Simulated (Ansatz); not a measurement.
Consider the hydrogenolysis of the Si–Si bond: `C[SiH]([SiH3])[NH][AlH2]` + H₂ → `C[SiH2][NH][AlH2]` + SiH₄.

Calculated with Ansatz (gas phase, PBE0-D4/def2-TZVP geometries, no zero-point term in ΔE). CCSD(T)/CBS is the MP2 limit (def2-TZVPP, def2-QZVPP) plus CCSD(T) − MP2 in def2-TZVPP, frozen cores. This one scheme is used for every species. DFT in def2-TZVPP. Each species was taken in one conformer, which may not be the lowest.

```csv
species,B2PLYP energy (Eh)
`C[SiH]([SiH3])[NH][AlH2]`,-919.96211
H₂,-1.16991
`C[SiH2][NH][AlH2]`,-629.38475
SiH₄,-291.75980
```

**Question.** Work out ΔE.

**Answer.** ΔE = (-629.38475) + (-291.75980) − (-919.96211) − (-1.16991) = -0.01253 Eh = -7.9 kcal/mol. CCSD(T)/CBS gives -5.6 kcal/mol.

Largest T1 diagnostic among the species: 0.012.

From PBE to PBE0 (25 % exact exchange), in def2-TZVPP and without D4, ΔE moves by −1.5 kcal/mol. In def2-TZVPP, CCSD(T) changes the Hartree–Fock value by +7.6 kcal/mol (the triples alone add +1.4 kcal/mol) and MP2 by +7.7 kcal/mol. The D4 term adds +3.1 kcal/mol with B3LYP and +1.8 kcal/mol with PBE0; it sums over pairs of atoms, weighted by their polarisabilities, and B3LYP, whose exchange is more repulsive, gets the larger term.

B3LYP here is the variant with VWN-RPA as its local correlation; programs differ in this.
